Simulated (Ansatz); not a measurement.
**Question.** Name a neutral molecule of B, C, S, Si and H with HOMO energy (PBE0/def2-TZVPP) between -8.10 and -7.80 eV and LUMO energy (PBE/def2-TZVPP) between -2.65 and -2.35 eV (Ansatz, PBE0-D4/def2-TZVP geometry).

**Answer.** `CSB[SiH3]` (-7.99 eV, -2.43 eV); `C[SiH2]BS` (-7.90 eV, -2.60 eV). Other molecules can fit too; these were computed, each in one conformer that needn't be the lowest.
